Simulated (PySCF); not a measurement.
CdCl2, SMILES [Cl][Cd][Cl].

The structure is a stationary point at PBE-D3(BJ)/def2-TZVP. The isomer is the one that the SMILES or the coordinates give; other isomers of the formula were not compared. The def2 effective core potentials stand for the cores of Cd; spin–orbit coupling is left out.

Two levels are set side by side: TDDFT-PBE/def2-SVPD (PySCF) and TDDFT-M06-2X/def2-SVPD (PySCF). Vertical, same geometry. The lowest singlet is HOMO→LUMO 100 % with PBE and HOMO−1→LUMO 97 % with the other functional; states are paired by order. Differences are taken from unrounded values.

```tsv
quantity	TDDFT-M06-2X
lowest singlet excitation (eV)	5.47
lowest triplet excitation (TDA) (eV)	5.20
```

Q: What does TDDFT-PBE give, and how far is it from TDDFT-M06-2X? (An estimate is asked for; the answer gives what the named calculation found.)

A: 
```json
[
 {"quantity": "lowest singlet excitation (eV)", "TDDFT-PBE": "4.51", "TDDFT-PBE minus TDDFT-M06-2X": "-0.96"},
 {"quantity": "lowest triplet excitation (TDA) (eV)", "TDDFT-PBE": "4.20", "TDDFT-PBE minus TDDFT-M06-2X": "-1.00"}
]
```

A lower first singlet is the usual sign of a functional without exact exchange. Differences between two approximate levels are no errors against the true value.

Rough cost on one machine, each run with all the roots and properties that it gave: TDDFT-M06-2X against TDDFT-PBE about 8 times.
